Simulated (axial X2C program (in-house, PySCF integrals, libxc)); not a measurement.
**Levels of BBr⁺ by electron attachment to BBr²⁺ (EOM-EA-CCSD)**

Calculated with an axial X2C code built on PySCF integrals: two-component X2C with atomic mean-field Coulomb and Gaunt terms, Gaussian nuclei, basis Br dyall-acv3z, B dyall-av3z with contracted cores.

R = 1.749 Å (near the PBE0 minimum at charge 1 of the determinant lowest at the starting distance; the state shown can have its own minimum elsewhere).

Levels of BBr⁺ obtained by attaching an electron to BBr²⁺:

| Ω | binding energy (eV) | above lowest (cm⁻¹) | attached spinor | one-particle weight |
| --- | --- | --- | --- | --- |
| 1/2 | 19.498 | 0 | 48% B pσ, 31% B sσ, 12% Br pσ | 0.94 |
| 1/2 | 14.970 | 36522 | 63% B pπ, 13% Br dπ, 13% Br pπ | 0.93 |
| 3/2 | 14.909 | 37014 | 61% B pπ, 15% Br pπ, 13% Br dπ | 0.93 |

(1) What is the splitting of the first π pair in the table, and is it regular or inverted?

This point took 11 s on 1 thread of Intel(R) Xeon(R) Processor @ 2.30GHz, on a shared host.

Reference electrons by ω block (each with its −ω partner): 1/2: 13, 3/2: 5, 5/2: 1. 8 electrons of BBr²⁺ correlated (inner shells frozen), 92 natural virtual spinors (a truncated set); levels can be off by some tenths of an eV. Roots sought by Ω: (1/2: 5, 3/2: 4, 5/2: 2, 7/2: 1); rows need 60 % one-particle weight and stop where some Ω has no more roots. Missing are any skipped roots, higher Ω and states of a further excitation; these come out far too high here and may in truth be low or lowest. T1 of the reference 0.033 (Lee–Taylor). The reference was not checked to be the lowest state of its species. Number of frozen shells: Br 3 s, 2 p, 1 d; B 1 s. Large amplitudes in the reference (orbital relaxation or multireference character) lower the reliability.

## Answers

(1) E(3/2) − E(1/2) = 37014 − 36522 = 492 cm⁻¹ at EOM-EA-CCSD: regular, Ω = 1/2 lower. Splittings at this level can be off by ten to twenty per cent.
